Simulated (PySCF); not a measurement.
CH₂F, SMILES [CH2]F (connectivity only; charge and spin as stated), charge +1, multiplicity 1.

Geometry optimised at PBE0-D3(BJ)/def2-TZVPD. The multiplicity is an assumed one; other spin states were not compared. The isomer is the one that the SMILES or the coordinates give; other isomers of the formula were not compared.

The numbers are results of SMD-PBE0/def2-SVP (PySCF), not measurements.

Solvation free energies are E(SMD) − E(gas) at the gas-phase geometry, for 1 M in both phases.

Computed solvation free energies in water, N,N-dimethylformamide, n-hexane:
| solvent | ΔG(solv) (kcal/mol) | its non-electrostatic (CDS) part |
|---|---|---|
| water | -79.9 | 4.0 |
| N,N-dimethylformamide | -80.0 | 2.7 |
| n-hexane | -37.9 | 1.5 |
